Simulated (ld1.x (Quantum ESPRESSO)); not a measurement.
**u(r) = r·R(r): atom against pseudo-atom (aluminium (Al))**

Columns: radius, all-electron u(r) and pseudo u(r) of the 3s shell (level -8.11 eV) of aluminium in the configuration [Ne] 3s1.5 3p1.5; PBEsol, non-relativistic, RRKJ scheme, ld1.x (Quantum ESPRESSO) 7.5.

```json
{"r (bohr)": "0.100", "all-electron": "0.1212", "pseudo": "0.0195"}
{"r (bohr)": "0.200", "all-electron": "-0.0790", "pseudo": "0.0397"}
{"r (bohr)": "0.300", "all-electron": "-0.2370", "pseudo": "0.0613"}
{"r (bohr)": "0.400", "all-electron": "-0.2973", "pseudo": "0.0849"}
{"r (bohr)": "0.500", "all-electron": "-0.2782", "pseudo": "0.1114"}
{"r (bohr)": "0.600", "all-electron": "-0.2082", "pseudo": "0.1415"}
{"r (bohr)": "0.700", "all-electron": "-0.1108", "pseudo": "0.1758"}
{"r (bohr)": "0.800", "all-electron": "-0.0023", "pseudo": "0.2149"}
{"r (bohr)": "0.900", "all-electron": "0.1067", "pseudo": "0.2590"}
{"r (bohr)": "1.000", "all-electron": "0.2098", "pseudo": "0.3077"}
{"r (bohr)": "1.100", "all-electron": "0.3034", "pseudo": "0.3601"}
{"r (bohr)": "1.200", "all-electron": "0.3857", "pseudo": "0.4144"}
{"r (bohr)": "1.300", "all-electron": "0.4564", "pseudo": "0.4684"}
{"r (bohr)": "1.400", "all-electron": "0.5157", "pseudo": "0.5194"}
{"r (bohr)": "1.500", "all-electron": "0.5644", "pseudo": "0.5648"}
{"r (bohr)": "1.600", "all-electron": "0.6032", "pseudo": "0.6030"}
{"r (bohr)": "1.700", "all-electron": "0.6330", "pseudo": "0.6328"}
{"r (bohr)": "1.800", "all-electron": "0.6544", "pseudo": "0.6544"}
{"r (bohr)": "1.900", "all-electron": "0.6683", "pseudo": "0.6683"}
{"r (bohr)": "2.000", "all-electron": "0.6756", "pseudo": "0.6756"}
{"r (bohr)": "2.100", "all-electron": "0.6770", "pseudo": "0.6770"}
{"r (bohr)": "2.200", "all-electron": "0.6735", "pseudo": "0.6735"}
{"r (bohr)": "2.300", "all-electron": "0.6657", "pseudo": "0.6657"}
{"r (bohr)": "2.400", "all-electron": "0.6544", "pseudo": "0.6544"}
{"r (bohr)": "2.500", "all-electron": "0.6401", "pseudo": "0.6401"}
{"r (bohr)": "2.600", "all-electron": "0.6234", "pseudo": "0.6234"}
```

Task: How many radial nodes do the two functions have?

Result: The all-electron 3s function has n − l − 1 = 2; the pseudo-wave has 0, since the states of the same l below it are removed with the core.

Task: Is the pseudo-wave norm-conserving?

Result: Yes: the RRKJ scheme keeps the norm inside the radius equal to the all-electron one, which fixes the energy derivative of the logarithmic derivative at the level.
